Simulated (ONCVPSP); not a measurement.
An all-electron radial function and its pseudo partner (hydrogen)

Columns: radius, all-electron u(r) and pseudo u(r) of the 1s shell (level -6.49 eV) of hydrogen in the configuration 1s1; PBE, scalar-relativistic, ONCV scheme, ONCVPSP 4.0.1.

| r (bohr) | all-electron | pseudo |
| --- | --- | --- |
| 0.047 | 0.0861 | 0.0725 |
| 0.095 | 0.1657 | 0.1455 |
| 0.142 | 0.2360 | 0.2149 |
| 0.190 | 0.3007 | 0.2822 |
| 0.237 | 0.3575 | 0.3434 |
| 0.285 | 0.4094 | 0.4005 |
| 0.332 | 0.4546 | 0.4508 |
| 0.380 | 0.4956 | 0.4965 |
| 0.427 | 0.5310 | 0.5359 |
| 0.475 | 0.5627 | 0.5703 |
| 0.522 | 0.5898 | 0.5983 |
| 0.570 | 0.6137 | 0.6214 |
| 0.617 | 0.6337 | 0.6395 |
| 0.665 | 0.6510 | 0.6545 |
| 0.712 | 0.6652 | 0.6668 |
| 0.760 | 0.6770 | 0.6775 |
| 0.807 | 0.6861 | 0.6863 |
| 0.855 | 0.6933 | 0.6933 |
| 0.902 | 0.6984 | 0.6984 |
| 0.950 | 0.7018 | 0.7018 |
| 0.997 | 0.7034 | 0.7034 |
| 1.045 | 0.7036 | 0.7036 |
| 1.092 | 0.7024 | 0.7024 |
| 1.140 | 0.7000 | 0.7000 |
| 1.187 | 0.6965 | 0.6965 |
| 1.235 | 0.6920 | 0.6920 |

How many radial nodes do the two functions have?

The all-electron 1s function has n − l − 1 = 0; the pseudo-wave has 0.

At about which radius was the pseudo-wave matched?

0.95 bohr. The columns agree to 0.0005 from 0.76 bohr on; several derivatives are matched, so the curves merge somewhat inside the radius.

Where does each function peak?

Outermost all-electron maximum near 1.04 bohr, pseudo maximum near 1.04 bohr (to the table’s step).

Is the pseudo-wave norm-conserving?

Yes: the ONCV scheme keeps the norm inside the radius equal to the all-electron one, which fixes the energy derivative of the logarithmic derivative at the level.
